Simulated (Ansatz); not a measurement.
Results of the Gaussian-basis code of Ansatz.

`[SiH3]O[SiH2]BS`. Charge 0, multiplicity 1. The structure was optimised at the PBE0-D4/def2-TZVP level. It is one conformer, not always the lowest.

```xyz
12

Si    2.023    0.788    0.524
O     0.571    0.145    0.127
Si   -1.043    0.487    0.112
B    -2.009   -1.087   -0.655
S    -1.118   -2.513   -1.172
H     2.076    1.089    1.979
H     3.069   -0.208    0.183
H     2.260    2.042   -0.239
H    -1.273    1.720   -0.696
H    -1.492    0.780    1.505
H    -3.193   -1.146   -0.800
H     0.128   -2.097   -0.868
```

What is the dipole moment at r2SCAN/def2-TZVPP? (Best estimate.)

The calculation gave: 0.59 D, with components (0.56, 0.14, 0.11) D in this frame, pointing from negative to positive charge.

And with PBE, B3LYP, ωB97M-V? (Estimate.)

The calculation gave: PBE 0.59 D, B3LYP 0.55 D, ωB97M-V 0.54 D.

Give the Mulliken charges with r2SCAN, PBE, ωB97M-V in def2-TZVPP. (An estimate is asked.)

The calculation gave: 
```csv
atom,r2SCAN,PBE,ωB97M-V
Si1,0.42,0.32,0.28
O2,-0.45,-0.34,-0.43
Si3,0.38,0.26,0.26
B4,-0.01,0.02,-0.07
S5,-0.08,-0.10,-0.09
H6,-0.07,-0.06,-0.03
H7,-0.08,-0.06,-0.03
H8,-0.07,-0.06,-0.03
H9,-0.08,-0.07,-0.04
H10,-0.08,-0.07,-0.04
H11,0.02,0.03,0.09
H12,0.11,0.13,0.13
```

B3LYP here is the variant with VWN-RPA as its local correlation; programs differ in this.
